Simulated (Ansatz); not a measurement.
A displaced shape of doublet BeH:

```yaml
atoms:
  - { symbol: Be, position_ang: [-0.0475, -0.0031, -0.2564] }
  - { symbol: H, position_ang: [-0.0442, 0.0199, 1.0991] }
```

It was optimised with PBE0/def2-SVP in Ansatz (development build ahead of 0.2.0) to forces under 0.001 eV/Å, with unrestricted orbitals. Each step stands on the lowest determinant of that kind that the program's search found.

Q: What shape does it relax to, and how does the optimisation go?

A:

```xyz
2

Be   -0.0475   -0.0032   -0.2577
H    -0.0442    0.0199    1.1005
```

Bond lengths: Be1–H2 1.358 Å.

| step | E − E(start) (eV) | largest force (eV/Å) |
| --- | --- | --- |
| 1 | 0.0000 | 0.0385 |
| 2 | 0.0000 | 0.0100 |
| 3 | -0.0001 | 0.0000 |

The optimisation ended after 3 steps with its threshold met.
